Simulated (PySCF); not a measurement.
Species: C7H14SSi.
SMILES with atom numbers: `[SiH3:1][S:2][C@@H:3]1[CH2:4][C:5]12[CH2:6][CH2:7][CH2:8][CH2:9]2` (hydrogens: H10, H11, H12 on Si1; H13 on C3; H14, H15 on C4; H16, H17 on C6; H18, H19 on C7; H20, H21 on C8; H22, H23 on C9)

Computed with PySCF at PBE0/pcSseg-1, non-relativistic, on one gas-phase PBE0-D3(BJ)/def2-SVP geometry that isn't relaxed in the solvent. The solvent is an IEF-PCM continuum (cavity from Bondi-type radii × 1.2). Only the electrostatic response of the medium enters.

Gas phase at PBE0/pcSseg-1: HOMO -6.84 eV, LUMO 0.34 eV, dipole 1.78 D.

Task: What does the continuum do to the energy, the frontier levels and the dipole at PBE0/pcSseg-1 in chloroform?

Result: 
| solvent | ε | E(solvent) − E(gas) (kcal/mol) | polarisation term (kcal/mol) | distortion of the solute (kcal/mol) | HOMO (eV) | LUMO (eV) | dipole (D) |
| --- | --- | --- | --- | --- | --- | --- | --- |
| chloroform | 4.711 | -1.70 | -1.90 | 0.20 | -6.87 | 0.40 | 2.23 |

The first energy column is the sum of the next two and covers electrostatics alone.

Task: Which radius a makes the point-dipole formula ΔE = −[(ε − 1)/(2ε + 1)]·μ²/a³ give the value in chloroform, with the gas-phase dipole?

Result: μ = 0.698 au and |ΔE| = 0.00271 Eh give a = 2.12 Å; the farthest nucleus lies 4.37 Å from the centroid of the nuclei, so such a sphere wouldn't even hold the nuclei. The formula assumes a rigid point dipole at the centre of a sphere.

Task: Which IAO charges (PBE0/pcSseg-1) respond most in chloroform (means over atoms taken as equivalent)?

Result: 
| atoms | environment | gas (e) | solvent (e) | change |
| --- | --- | --- | --- | --- |
| S2 | sulfur bonded to C and Si | -0.145 | -0.169 | -0.024 |
| H13 | methine hydrogen | +0.145 | +0.152 | +0.007 |
| H15 | methylene hydrogen | +0.148 | +0.153 | +0.005 |
| Si1 | SiH3 silicon | +0.514 | +0.519 | +0.005 |
| H23 | methylene hydrogen | +0.130 | +0.134 | +0.004 |
| C4 | three-membered-ring carbon | -0.281 | -0.285 | -0.004 |
| H16 | methylene hydrogen | +0.138 | +0.135 | -0.003 |
| C3 | sp3 carbon bound to sulfur | -0.241 | -0.243 | -0.002 |

The run took 56 s wall on Arm Neoverse V1, one thread, no GPU, shared host with 64 logical CPUs at a one-minute load of 20, and the process peaked at 1.3 GiB of memory. This is the whole shielding run at PBE0/pcSseg-1 in chloroform, SCF included.
